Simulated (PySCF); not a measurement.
Below is a simulated gas-phase C 1s photoelectron spectrum of n-butylgermane (`CCC[CH2][GeH3]`).

Every computed line was given a Gaussian of 0.5 eV full width at half maximum and an area set by the number of equivalent atoms; the highest printed point is 100. Computed with delta-SCF UKS SCAN, pcX-2 on the ionised atom, pcseg-1 elsewhere, spin-free X2C in PySCF.

| binding energy (eV) | intensity |
| --- | --- |
| 289.5 | 0 |
| 289.6 | 1 |
| 289.7 | 3 |
| 289.8 | 8 |
| 289.9 | 16 |
| 290.0 | 28 |
| 290.1 | 44 |
| 290.2 | 62 |
| 290.3 | 81 |
| 290.4 | 96 |
| 290.5 | 100 |
| 290.6 | 88 |
| 290.7 | 63 |
| 290.8 | 37 |
| 290.9 | 18 |
| 291.0 | 7 |
| 291.1 | 2 |
| 291.2 | 1 |

Problem. Count the maxima, the lines and the sites behind this envelope.

Solution. The curve has 1 maximum (at 290.5 eV). Under it lie 4 lines from 4 inequivalent carbon sites. At this width some lines have no maximum of their own.

Problem. Decompose the envelope and assign each component. Numbering: `[CH3:1][CH2:2][CH2:3][CH2:4][GeH3:5]`.

Solution. 
```csv
position (eV),relative area,line,atoms,environment
290.16,1,C 1s,C4,sp3 carbon bound to germanium
290.49,1,C 1s,C2,chain CH2 carbon
290.50,1,C 1s,C3,chain CH2 carbon
290.55,1,C 1s,C1,methyl carbon
```

The listed C 1s values span 0.39 eV, from C4 (bonded to C, 2 H and Ge) to C1 (bonded to C and 3 H). The widest gap between neighbouring values is 0.33 eV, between 290.16 and 290.49 eV. The values 290.49, 290.50 and 290.55 eV lie too close for their order to be trusted.

Shake-up satellites, vibrational structure and lifetime widths aren't simulated. The structure is a single PBE0-D3(BJ)/def2-SVP conformer in the gas phase; no vibrational or solvent corrections.

Conformer computed: `[CH3:1][CH2:2][CH2:3][CH2:4][GeH3:5]`: C1–C2–C3–C4 -178°, C2–C3–C4–Ge5 -63°.
